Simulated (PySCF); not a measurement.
Correlation energy of In+ (indium, charge +1)

[Kr] 4d10 5s1 5p1, 5s spin antiparallel (an excited configuration). All numbers are calculated (PySCF 2.14, scalar relativity by spin-free X2C-1e, in x2c-TZVPPall). Frozen: [Kr] 4d10; 2 electrons correlated.

Total MP2 correlation energy: -19.31 mhartree.

Same-spin part 0.00 and opposite-spin part -19.31 mhartree; SCS-MP2 scales them by 1/3 and 6/5 to -23.17 mhartree.

The basis was made for the ground configuration and has no added diffuse functions, which can raise the energy of the promoted electron.
